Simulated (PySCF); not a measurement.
C₇H₁₀F₂.
SMILES: `FC(F)[C@@]12CCC[C@@H]1C2`

The closed-shell ground state was solved at several levels (PySCF, density fitting, gas phase, non-relativistic). The structure is a single PBE0-D3(BJ)/def2-SVP conformer in the gas phase; no vibrational or solvent corrections.

```json
{"level": "KT3/pcSseg-1", "basis functions": "203", "HOMO (eV)": "-6.87", "LUMO (eV)": "0.39", "gap (eV)": "7.26", "dipole (D)": "2.11"}
{"level": "wB97X-D/def2-SVPD", "basis functions": "266", "HOMO (eV)": "-9.98", "LUMO (eV)": "2.28", "gap (eV)": "12.26", "dipole (D)": "2.44"}
```

What might PBE0/pcSseg-1 (203 basis functions) give for the same quantities?

HOMO -8.08 eV, LUMO 1.35 eV, gap 9.43 eV, dipole 2.27 D.

Over all these levels, which gives the widest orbital gap and which the narrowest?

wB97X-D/def2-SVPD (range-separated hybrid) has the widest, 12.26 eV, and KT3/pcSseg-1 (GGA) the narrowest, 7.26 eV. Functional and basis both differ between the two, so the spread mixes both effects.

How far do the dipole and the HOMO energy spread over the levels?

The dipole runs from 2.11 to 2.44 D (mean 2.27 D) and the HOMO from -9.98 to -6.87 eV.
